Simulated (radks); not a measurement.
Values are calculated unless marked as measured or tabulated.
K III, configuration [Ne] 3s1.5 3p5 4f0.5 (fractional occupations, a model configuration).

Level of theory: Dirac Kohn-Sham, AM05, spin-unpolarised, spherical densities, point nucleus; open shells are shared between the two j in proportion to 2j + 1 (a radial shooting solver on a logarithmic mesh with Libxc functionals).

Energy parts (eV):
part                      energy
total                 -16282.898
kinetic                16388.884
electron-nucleus      -38338.694
Hartree                 6511.878
exchange-correlation    -844.965

Orbitals (lengths in bohr, moments of r in powers of bohr; r(max) is where P^2 peaks):
| orbital | occ. | eigenvalue (eV) | <r> | r(max) |
|---|---|---|---|---|
| 1s1/2 | 2 | -3543.788 | 0.08119 | 0.05311 |
| 2s1/2 | 2 | -383.1960 | 0.3879 | 0.3187 |
| 2p1/2 | 2 | -312.5931 | 0.3488 | 0.2612 |
| 2p3/2 | 4 | -309.7031 | 0.3512 | 0.2632 |
| 3s1/2 | 1.5 | -61.9915 | 1.217 | 1.059 |
| 3p1/2 | 1.66667 | -44.9249 | 1.316 | 1.113 |
| 3p3/2 | 3.33333 | -44.6094 | 1.322 | 1.119 |
| 3d3/2 | 0 | -20.0409 | 1.666 | 1.252 |
| 3d5/2 | 0 | -20.0196 | 1.667 | 1.254 |
| 4s1/2 | 0 | -16.0161 | 3.276 | 2.907 |
| 4f5/2 | 0.214286 | -5.4629 | 6.606 | 6.039 |
| 4f7/2 | 0.285714 | -5.4628 | 6.606 | 6.039 |

The highest occupied level is 4f7/2 at -5.463 eV. The configuration is held as typed, so some empty levels lie below it. Summed over all electrons, <r^2> = 38.17 bohr^2, which gives a Langevin (diamagnetic) susceptibility term of -30.2 x 10^-6 cm^3/mol. The density falls to 0.001 e/bohr^3 at r = 3.06 bohr.
